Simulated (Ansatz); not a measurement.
Born–Oppenheimer molecular dynamics of C2H3BO (7 atoms, charge 0, multiplicity 1). It starts from a relaxed structure.

All numbers below come from Ansatz, UHF/def2-SVP.

| Item | Value |
| --- | --- |
| ensemble | NVT, Nosé–Hoover chain |
| time step | 1 fs |
| steps asked | 100 |
| set temperature | 1500 K |
| thermostat | time constant 50 fs, chain length 3 |
| seed | 54235 |

First frame:

```xyz
7
Properties=species:S:1:pos:R:3
B -0.743 1.005 -0.754
C 0.080 0.440 0.216
C 0.439 -0.979 0.350
O 1.147 -1.416 1.196
H -1.436 1.502 -1.566
H 0.511 1.103 0.963
H 0.002 -1.655 -0.405
```

How far do the bonds stretch over the last three quarters of this one trajectory? (Pairs bonded in most of those frames.)


| bond | mean (Å) | spread (Å) | shortest | longest |
| --- | --- | --- | --- | --- |
| B1–C2 | 1.401 | 0.039 | 1.33 | 1.48 |
| B1–H5 | 1.197 | 0.064 | 1.10 | 1.30 |
| C2–C3 | 1.481 | 0.044 | 1.41 | 1.57 |
| C2–H6 | 1.109 | 0.082 | 0.98 | 1.23 |
| C3–O4 | 1.192 | 0.024 | 1.15 | 1.23 |
| C3–H7 | 1.124 | 0.070 | 1.00 | 1.25 |

Mean temperature of the second half: 1161 K. The conserved energy wandered by up to 10.1 meV per atom (net 10.1 meV per atom), which is poor conservation. The mean temperature of the second half is 23 % below the set value. A run of 0.1 ps of so small a system gives no equilibrium averages.

Time of the run: 92 s on 1 thread of Intel(R) Xeon(R) 6975P-C (Granite Rapids) (shared host), peak memory 0.15 GiB.
